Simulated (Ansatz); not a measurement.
`P#[As]`. Total charge 0; spin multiplicity 1. Geometry: relaxed with PBE0-D4/def2-TZVP.

```xyz
2

P     0.535    0.317    0.775
As   -0.535   -0.317   -0.775
```

(1) What is the dipole moment at r2SCAN/def2-TZVPP? (Best estimate.)

(2) And with PBE, B3LYP, ωB97M-V? (Estimate.)

(3) Give the Mulliken charges with r2SCAN, ωB97M-V, PBE in def2-TZVPP. (Estimate.)

## Answers

(1) The calculation gave: 0.41 D, with components (-0.22, -0.13, -0.32) D in this frame, pointing from negative to positive charge.

(2) Computed: PBE 0.47 D, B3LYP 0.44 D, ωB97M-V 0.40 D.

(3) The calculation gave: 
```tsv
atom	r2SCAN	ωB97M-V	PBE
P1	-0.02	-0.02	-0.04
As2	0.02	0.02	0.04
```

B3LYP here is the variant with VWN-RPA as its local correlation; programs differ in this.
